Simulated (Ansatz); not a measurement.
Species: CH₄AlO, charge 0, doublet. CH4AlO (SMILES [CH3][Al][OH], doublet).
B3LYP-D3(BJ)/def2-TZVP minimum from Ansatz (an electronic-structure program):
```xyz
7

Al     0.5392    -0.2387    -0.0632
C     -0.2472     1.3232    -0.9815
H     -0.5342     2.0673    -0.2330
H     -1.1529     1.0069    -1.5068
H      0.4315     1.7868    -1.6971
O     -0.5006    -0.9922     1.0692
H     -0.2661    -1.7593     1.5939
```
Charge 0, spin multiplicity 2.

Total energies in cc-pV(D+d)Z, 17 correlated electrons, 7 frozen orbitals. Radicals and triplets start from unrestricted determinants; spin-orbit coupling is neglected. Correlated methods leave the cores frozen. No relativity. The spin of CH4AlO ([CH3][Al][OH], doublet) was assumed, and the state is the lowest solution found for it.

| method | program | energy (Eh) | minus CCSDT(Q) (mEh) |
|---|---|---|---|
| HF | Ansatz | -357.01387 | 424.52 |
| MP2 | Ansatz | -357.39864 | 39.75 |
| CCSD | Ansatz | -357.42632 | 12.07 |
| CCSD(T) | Ansatz | -357.43648 | 1.91 |
| CCSDT(Q) | Ansatz | -357.43839 | 0.00 |

Rough core times of Ansatz's runs on a shared machine: CCSD(T) under 20 s, CCSDT(Q) 6 min.
